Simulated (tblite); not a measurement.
Task: What does the GFN2-xTB structure of `C[SiH2]C1=NC=C(Cl)C=C1` look like in three dimensions?

Result: 
```
atom  x, y, z in Å
C1     2.7331    1.0494    0.1516
Si2    1.8808   -0.6115   -0.1451
C3     0.0041   -0.3416   -0.0634
C4    -0.9249   -1.3124   -0.4285
C5    -2.2778   -1.0410   -0.3309
C6    -2.6583    0.2078    0.1385
Cl7   -4.3296    0.6167    0.2931
C8    -1.6719    1.1230    0.4840
N9    -0.3887    0.8491    0.3816
H10    2.4882    1.7603   -0.6324
H11    3.8133    0.9413    0.1805
H12    2.4109    1.4823    1.0937
H13    2.2046   -1.1665   -1.4679
H14    2.2423   -1.6074    0.8747
H15   -0.5840   -2.2725   -0.7848
H16   -3.0222   -1.7721   -0.6088
H17   -1.9269    2.1070    0.8543
```

Orientation and origin are arbitrary. Atoms count from 1 in this order. N9 (pyridine-type nitrogen) is bent (angle 120.0°). Si2 (SiH2 silicon) is tetrahedral (angles from 108.0° to 112.1°). The 6-membered ring C3–C4–C5–C6–C8–N9 has internal angles of 118.0° to 122.4°; it is planar, 0.00 Å rms from its mean plane, widest ring torsion 0°.

Bonds between heavy atoms (Å): C1–Si2 1.890, Si2–C3 1.898, C3–C4 1.392, C4–C5 1.383, C5–C6 1.387, C6–Cl7 1.727, C6–C8 1.389, C8–N9 1.316, C3–N9 1.331.

Computed geometry: GFN2-xTB, gas phase.

Point group: C1 (no symmetry element, even within 0.4 Å). Its lowest GFN2-xTB frequency is 7 cm⁻¹, too small to tell a flat minimum from a shallow saddle. One conformer, not necessarily the lowest (C1–Si2–C3–C4 170°).
